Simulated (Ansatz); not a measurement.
Basis sets compared for the cluster Mg3Al3⁺ (the lowest singlet isomer of a short search). The state is a singlet with charge 1. Geometry PBE0-D4/def2-SVP. Ansatz on 4 threads of Intel Xeon on a shared host; times are rough, and most runs start from earlier orbitals.

```xyz
6

Al   -0.689   -0.856   -1.068
Al    0.932    1.142   -0.417
Al   -0.245   -0.285    1.486
Mg    0.504    0.591   -3.074
Mg    1.428    1.772    2.210
Mg   -1.929   -2.365    0.863
```

The restricted singlet is unstable towards broken spin symmetry in Hartree–Fock (as tested in another run); at PBE-D4/def2-SVP, PBE-D4/def2-TZVP, PBE0-D4/def2-SVP, PBE0-D4/def2-TZVP this wasn't settled. The structure comes from a short search, and lower isomers may exist.

| level | functions | energy (Eh) | HOMO (eV) | LUMO (eV) | wall time |
| --- | --- | --- | --- | --- | --- |
| PBE-D4/def2-SVP | 108 | -1326.1178 | -7.71 | -6.67 | 2.6 s |
| PBE0-D4/def2-SVP | 108 | -1326.2211 | -8.21 | -6.10 | 3.7 s |

Q: Estimate the rows for PBE-D4/def2-TZVP (with forces), PBE0-D4/def2-TZVP.

A: 
| level | functions | energy (Eh) | HOMO (eV) | LUMO (eV) | wall time |
| --- | --- | --- | --- | --- | --- |
| PBE-D4/def2-TZVP (with forces) | 207 | -1326.5897 | -7.67 | -6.61 | 6 s |
| PBE0-D4/def2-TZVP | 207 | -1326.6892 | -8.17 | -6.03 | 11 s |
